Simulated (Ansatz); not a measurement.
`F[SiH2][SiH](Cl)Cl` + CH₄ → `C[SiH2][SiH](Cl)Cl` + H–F at 700 K and 1 bar (formal exchange of groups at the Si–F bond).

Computed with Ansatz on PBE0-D4/def2-TZVP structures; ΔE is electronic, products minus reactants. CBS: MP2 limit from def2 TZ/QZ plus the TZ coupled-cluster correction, frozen cores. This one scheme is used for every species. Each species was taken in one conformer, which may not be the lowest.

| species | CCSD(T)/CBS energy (Eh) | H − E (kJ/mol) | S (J/(mol·K)) |
| --- | --- | --- | --- |
| `F[SiH2][SiH](Cl)Cl` | -1599.46845 | 162.0 | 490.0 |
| CH₄ | -40.46206 | 145.9 | 224.0 |
| `C[SiH2][SiH](Cl)Cl` | -1539.48961 | 264.8 | 528.7 |
| H–F | -100.39570 | 45.2 | 198.5 |

H − E and S are ideal-gas, rigid-rotor, harmonic terms from PBE0-D4/def2-TZVP, for one conformer and one mirror image of each species. 1 Eh = 2625.50 kJ/mol, R = 8.31446 J/(mol·K).

Problem. By hand: ΔE, ΔH, ΔS and ΔG.

Solution. ΔE = (-1539.48961) + (-100.39570) − (-1599.46845) − (-40.46206) = 0.04520 Eh = 118.7 kJ/mol. Δ(H − E) = 264.8 + 45.2 − 162.0 − 145.9 = 2.1, so ΔH = 120.8 kJ/mol. ΔS = 528.7 + 198.5 − 490.0 − 224.0 = 13.2 J/(mol·K). ΔG = 120.8 − 700 × (13.2)/1000 = 111.6 kJ/mol.

Problem. By hand: the equilibrium constant, and the temperature at which ΔG would vanish if ΔH and ΔS stayed fixed.

Solution. log₁₀ K = −ΔG/(RT ln 10) = -8.3. ΔG = 0 at ΔH/ΔS = 9152 K, far beyond where these terms or the molecules hold.

The number of gas molecules stays the same, so ΔS is small and ΔH decides. A doubt of 5 kJ/mol in ΔE shifts log₁₀ K by 0.4 here. Other conformers and mirror images would add mixing entropy, several J/(mol·K) or more a flexible species. Modes under 60 cm⁻¹, often nearly free rotors, make the harmonic entropy too high. These are equilibria of isolated gas molecules and say nothing of rates. Largest T1 diagnostic: 0.011 (customary marks: 0.02 for closed shells, 0.045 for open ones).
